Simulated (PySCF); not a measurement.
# Radial density of Sr (strontium, neutral)

UHF, [Kr] 5p2, high-spin 3P determinant (an excited configuration). All numbers are calculated (PySCF 2.14, the non-relativistic Hamiltonian (point nucleus), in dyall-av2z).

| r (bohr) | 4πr²ρ (e/bohr) | 4πr²(ρα − ρβ) |
| --- | --- | --- |
| 0.000751 | 0.2546 | 0.0000 |
| 0.00126 | 0.6930 | 0.0000 |
| 0.00212 | 1.836 | 0.0000 |
| 0.00357 | 4.654 | 0.0000 |
| 0.00601 | 10.95 | 0.0000 |
| 0.0101 | 22.71 | 0.0001 |
| 0.0170 | 38.32 | 0.0003 |
| 0.0286 | 46.82 | 0.0011 |
| 0.0481 | 40.58 | 0.0039 |
| 0.0809 | 45.30 | 0.0083 |
| 0.136 | 56.32 | 0.0039 |
| 0.229 | 34.82 | 0.0031 |
| 0.385 | 41.34 | 0.0201 |
| 0.648 | 20.65 | 0.0002 |
| 1.09 | 7.452 | 0.0682 |
| 1.83 | 4.051 | -0.0032 |
| 3.08 | 0.4750 | 0.1836 |
| 5.19 | 0.4314 | 0.4303 |
| 8.72 | 0.1091 | 0.1091 |
| 14.7 | 0.001457 | 0.0015 |

A non-relativistic calculation at this Z misses sizeable relativistic shifts.

Task: Where is the radial spin density 4πr²(ρα − ρβ) most negative, and why is it negative at all?

Result: Around r = 1.83 bohr, down to -0.0032 e/bohr: exchange with the open shell polarises the paired shells in an unrestricted calculation.
